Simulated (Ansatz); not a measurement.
Calculated with Ansatz (gas phase, PBE0-D4/def2-TZVP geometries, no zero-point term in ΔE). CBS: MP2 limit from def2 TZ/QZ plus the TZ coupled-cluster correction, frozen cores. Functionals use def2-TZVPP. One conformer a species, not always the lowest.

Consider the formal exchange of groups at a P–Si bond: `OP[SiH2][SiH3]` + `CC[SiH3]` → `CC[SiH2]PO` + `[SiH3][SiH3]`.

Q: Is it downhill or uphill in electronic energy at CCSD(T)/CBS, and by how much? (Estimate.)

A: The calculation gave: Nearly level: ΔE = -0.3 kcal/mol.

Q: What do these levels give: PBE-D4, r2SCAN-D4, PBE0, SCS-MP2/def2-TZVPP, MP2/def2-QZVPP, SCS-MP2/def2-QZVPP? (Estimate.)

A: Ansatz gave: PBE-D4 -0.2, r2SCAN-D4 -0.2, PBE0 0.1, SCS-MP2/def2-TZVPP -0.3, MP2/def2-QZVPP -0.3, SCS-MP2/def2-QZVPP -0.2 kcal/mol.

Largest T1 diagnostic among the species: 0.014.
